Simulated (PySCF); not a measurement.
Species: C6H10Si.
Cartesian coordinates in Å at the GFN2-xTB level; atoms count from 1:
```xyz
17
C6H10Si angstrom
C      1.5500    0.8997    0.1229
C      0.4962    1.4839   -0.4416
C     -0.8207    0.7865   -0.5729
C     -0.6483   -0.6357   -1.1407
C     -0.4571   -1.1168    0.3054
C     -1.2408    0.1256    0.7543
Si     1.3660   -0.8556    0.7710
H      2.4827    1.4417    0.1971
H      0.5506    2.4941   -0.8309
H     -1.5608    1.4239   -1.0603
H      0.1762   -0.7817   -1.8379
H     -1.5702   -1.0069   -1.5884
H     -0.8879   -2.0846    0.5599
H     -0.9193    0.6266    1.6670
H     -2.3161   -0.0481    0.7971
H      1.5580   -0.9365    2.2239
H      2.2346   -1.8042    0.0642
```

Computed, not measured: TDDFT B3LYP/def2-SVPD, vertical, gas phase, core orbitals frozen in the response in PySCF.

Q: List the vertical singlet excitations with oscillator strengths and describe the spectrum.

A: 

```csv
state,λ (nm),E (eV),f,|μ| (D),symmetry,"main configurations (H = HOMO, L = LUMO)"
S1,208.6,5.94,0.0001,0.06,–,H-1→L (94%)
S2,201.6,6.15,0.136,2.42,A′,H→L (93%)
S3,197.2,6.29,0.0040,0.41,A″,H-2→L (93%)
S4,188.7,6.57,0.015,0.78,A″,H→L+1 (96%)
S5,183.5,6.76,0.0009,0.19,–,H→L+2 (98%)
S6,173.9,7.13,0.0010,0.19,–,H-1→L+1 (96%)
S7,172.8,7.17,0.012,0.67,A′,H-3→L (96%)
S8,171.6,7.22,0.0015,0.23,–,"H→L+3 (85%), H→L+4 (9%)"
```

Triplets (Tamm–Dancoff): T1 4.06 eV, H→L (94%); T2 5.62 eV, H-1→L (66%), H-2→L (29%); T3 6.11 eV, H-2→L (67%), H-1→L (32%).

The lowest singlet lies at 5.94 eV (209 nm, ultraviolet) and is dark (f under 0.0005); its leading configuration is HOMO-1→LUMO (94%). The most intense listed level is S2 at 6.15 eV (202 nm, f = 0.136), 0.21 eV above S1. Löwdin shares by element: HOMO carbon 71% or more, silicon 6% (atoms not listed hold the other 23%); LUMO carbon 66% or more, silicon 10% (atoms not listed hold the other 25%). The oscillator strengths of these states sum to 0.171; summed over the whole spectrum of an exact calculation they would give the number of electrons, 60 (Thomas–Reiche–Kuhn). The listed states span 1.28 eV, and the widest gap between neighbours is 0.37 eV (S5 to S6). Orbital energies (eV): HOMO-3 -8.66, HOMO-2 -7.93, HOMO-1 -7.60, HOMO -7.05, LUMO -0.52, LUMO+1 0.39, LUMO+2 0.62. Symmetry labels in Cs follow from the direction of the transition dipole and are given only for states with f of 0.002 or more. Only the lowest 8 singlets were computed, as vertical energies without vibronic structure.

On Intel Xeon at 2.50 GHz, one thread, shared host with 64 logical CPUs at a one-minute load of 63, this took 99 s wall and 0.87 GiB of memory at its peak.
